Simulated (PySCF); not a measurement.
BeF, doublet, geometry from GFN2-xTB (such geometries of metal compounds can be far from the true shape) (the spin is typed, not shown lowest). Base run: PySCF with BLYP/def2-SVP.

Input for PySCF:
```python
from pyscf import gto, scf, dft

mol = gto.M(
    atom='''
Be   -0.000000   -0.000000   -0.967264
F     0.000000    0.000000    0.429895
''',
    basis='def2-svp',
    charge=0,
    spin=1,
    verbose=4,
    symmetry=True,
)

mf = dft.UKS(mol)
mf.xc = 'blyp'
mf.kernel()
mf.analyze()
```

Variants of this job, named by their change:

```json
[
 {"change": "base", "ΔE vs base (eV)": "0.00", "point group used": "Coov", "SCF cycles": "8"},
 {"change": "symmetry = off", "ΔE vs base (eV)": "0.00", "point group used": "C1", "SCF cycles": "8"},
 {"change": "symmetry_subgroup = C2v", "ΔE vs base (eV)": "0.00", "point group used": "C2v", "SCF cycles": "8"}
]
```

Open shells are given as the SCF converged; they aren't shown to be the lowest states, and a large step between rows can be another state.
